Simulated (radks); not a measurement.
Task: Valence configurations of Bi. Calculated with a radial shooting solver on a logarithmic mesh with Libxc functionals: scalar-relativistic Kohn-Sham, PBE, spin-polarised, spherical densities, point nucleus; open shells are filled with parallel spins first (spin-orbit coupling, left out, can overturn this in heavy ions). Order these by energy: [Hg] 6p3; [Xe] 4f14 5d9.5 6s2 6p3.5; [Xe] 4f13 5d8 6s2 6p6; [Xe] 4f13.5 5d10 6s2 6p3.5; [Xe] 4f13 5d10 6s2 6p4; [Xe] 4f14 5d10 6s1 6p4; [Xe] 4f13 5d9 6s2 6p5; [Xe] 4f13 5d9 6s1.5 6p5.5; [Xe] 4f13 5d10 6s1.5 6p4.5; [Xe] 4f14 5d9 6s2 6p4.

Result: From the lowest, in eV above it: [Hg] 6p3 0.000; [Xe] 4f14 5d10 6s1 6p4 10.119; [Xe] 4f14 5d9.5 6s2 6p3.5 11.985; [Xe] 4f14 5d9 6s2 6p4 24.667; [Xe] 4f13.5 5d10 6s2 6p3.5 76.686; [Xe] 4f13 5d10 6s2 6p4 157.86; [Xe] 4f13 5d10 6s1.5 6p4.5 163.41; [Xe] 4f13 5d9 6s2 6p5 187.42; [Xe] 4f13 5d9 6s1.5 6p5.5 193.35; [Xe] 4f13 5d8 6s2 6p6 219.81. NIST lists [Hg] 6p3 as the ground configuration; this level of theory agrees among the configurations tried. The energies are those of spherical high-spin densities, not of single terms.
